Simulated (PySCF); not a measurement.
Species: C4H10Se.
Numbering: `[CH3:1][CH2:2][C@@H:3]([CH3:4])[SeH:5]` (hydrogens: H6, H7, H8 on C1; H9, H10 on C2; H11 on C3; H12, H13, H14 on C4; H15 on Se5)

Cartesian coordinates in Å at the PBE0-D3(BJ)/def2-SVP level; atoms count from 1:
```
atom  x, y, z in Å
C1    -2.0308    0.1423   -0.1416
C2    -0.7393   -0.5790   -0.4915
C3     0.4688   -0.1940    0.3551
C4     1.6858   -1.0404    0.0335
Se5    0.8416    1.7302    0.0751
H6    -1.9475    1.2303   -0.2904
H7    -2.8629   -0.2137   -0.7669
H8    -2.3071   -0.0233    0.9118
H9    -0.4912   -0.4237   -1.5564
H10   -0.8832   -1.6674   -0.3700
H11    0.2069   -0.3014    1.4203
H12    1.4579   -2.1070    0.1999
H13    2.5466   -0.7804    0.6672
H14    1.9876   -0.9130   -1.0174
H15    2.1157    1.7076    0.8074
```

Computed, not measured: TDDFT wB97X-D/def2-SVPD, vertical, gas phase, core orbitals frozen in the response (PySCF 2.14.0, density-fitted response routines). Relativistic effects, spin–orbit coupling among them, are left out although an element past zinc is present.

Ground-to-excited transition dipoles (e·a0, same axes as the geometry; the sign carries no meaning), for the states with f of 0.002 or more among the lowest 6:

```
state  E (eV)      μx      μy      μz
   S2   5.677   0.230  -0.163  -0.421
   S3   6.890  -0.030  -0.321   0.053
   S4   7.032  -0.035   0.436   0.247
   S5   7.295   0.368   0.034  -0.592
   S6   7.598   0.048   0.400   0.341
```

(1) Work out the oscillator strengths.

(2) What angle do the transition dipoles of S3 and S4 make?

(3) How is the summed strength of these states shared among x, y and z?

(4) What peak molar absorption coefficient would the strongest computed level give as a lone Gaussian band 0.4 eV wide at half height?

## Answers

(1) f = (2/3) ΔE |μ|² with ΔE in hartree (27.2114 eV).

```
state  |μ|² (au)  |μ| (D)      f
   S2      0.257     1.29  0.036
   S3      0.107     0.83  0.018
   S4      0.252     1.28  0.043
   S5      0.487     1.77  0.087
   S6      0.278     1.34  0.052
```

(2) |cos θ| = |μa·μb| / (|μa| |μb|) = 0.77, so θ ≈ 40° (taken between 0 and 90°, since the signs are arbitrary).

(3) (2/3) Σ ΔE μα² gives 0.032 for x, 0.084 for y and 0.120 for z, 0.236 in all.

(4) ε(max) = 2.175×10⁸ f / FWHM, with the width in cm⁻¹. S5: 2.175×10⁸ × 0.0871 / 3226 ≈ 5900 L mol⁻¹ cm⁻¹.

One conformer stands for the species.
